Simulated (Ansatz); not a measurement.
Cost and result for the atomization energy of `O[Si](O)(Cl)C[SiH2]Cl` (13 atoms, 12 bonds).

```csv
atom,x (Å),y (Å),z (Å)
O1,-2.1275,-1.0610,0.9648
Si2,-0.9581,0.0413,0.7203
O3,0.1366,-0.1150,1.9217
Cl4,-1.7250,1.9519,0.7996
C5,-0.2649,-0.2554,-0.9727
Si6,1.5680,0.0090,-1.1351
Cl7,2.1127,1.7726,-0.1973
H8,-2.5588,-1.0731,1.8214
H9,0.7685,0.5995,2.0341
H10,-0.4673,-1.3008,-1.2356
H11,-0.7938,0.3730,-1.6941
H12,1.9852,0.1378,-2.5509
H13,2.3244,-1.0799,-0.4762
```

Total charge 0; spin multiplicity 1. Geometry: relaxed with PBE0-D4/def2-TZVP. It is one conformer, not always the lowest. Program: Ansatz. All runs use 2 threads of an AMD EPYC 7R13 on a shared host and a share of an NVIDIA H100 80 GB. Times are those of one run each, without the atoms' runs, and a repeat can differ threefold. Electronic energies, without spin–orbit coupling; frozen cores. CCSD(T)/CBS adds CCSD(T) − MP2 in def2-TZVPP to the MP2 limit, and its time is that of the two runs behind it. T1 = 0.010. B3LYP takes the VWN-RPA correlation (the form of Gaussian; ORCA's B3LYP/G).

CCSD(T)/CBS is a level of theory with its own doubt, some kJ/mol a heavy atom from the limit and from the frozen cores, so smaller differences don't rank the functionals.

| level | functions | wall time |
| --- | --- | --- |
| PBE0-D4/def2-TZVPP | 345 | 2.7 s |
| PBE-D4/def2-TZVPP (with forces) | 345 | 2.9 s |
| ωB97X-V/def2-TZVPP | 345 | 3.1 s |
| r2SCAN-D4/def2-TZVPP (with forces) | 345 | 3.2 s |
| ωB97M-V/def2-TZVPP (with forces) | 345 | 3.4 s |
| B2PLYP/def2-TZVPP | 345 | 3.6 s |
| MP2/def2-QZVPP | 631 | 4.3 s |
| B3LYP-D4/def2-TZVPP (with forces) | 345 | 4.4 s |
| CCSD(T)/def2-TZVPP | 345 | 8.5 s |
| CCSD(T)/CBS(def2) | – | 13 s |

Problem. What atomization energy does each give, and how far from CCSD(T)/CBS? (Estimate.)

Solution. Computed: 
```
                             level  atomization (kJ/mol)  difference from CCSD(T)/CBS  per bond
                PBE0-D4/def2-TZVPP                4837.1                        -47.8      -4.0
   PBE-D4/def2-TZVPP (with forces)                4905.4                         20.5       1.7
                ωB97X-V/def2-TZVPP                4885.1                          0.2       0.0
r2SCAN-D4/def2-TZVPP (with forces)                4883.2                         -1.7      -0.1
  ωB97M-V/def2-TZVPP (with forces)                4890.5                          5.6       0.5
                 B2PLYP/def2-TZVPP                4783.6                       -101.3      -8.4
                    MP2/def2-QZVPP                4946.6                         61.7       5.1
 B3LYP-D4/def2-TZVPP (with forces)                4824.4                        -60.5      -5.0
                CCSD(T)/def2-TZVPP                4733.5                       -151.4     -12.6
                 CCSD(T)/CBS(def2)                4884.9                          0.0       0.0
```

In def2-TZVPP, CCSD(T) changes the Hartree–Fock value by +1164.2 kJ/mol (the triples alone add +74.9 kJ/mol) and MP2 by +1287.1 kJ/mol; breaking electron pairs costs correlation energy, which Hartree–Fock lacks. The D4 term adds +70.8 kJ/mol with B3LYP and +37.8 kJ/mol with PBE0; it sums over pairs of atoms, weighted by their polarisabilities, and B3LYP, whose exchange is more repulsive, gets the larger term. From PBE to PBE0 (25 % exact exchange), in def2-TZVPP and without D4, the atomization energy moves by −62.4 kJ/mol: exact exchange takes away binding that semilocal exchange gives to molecules.
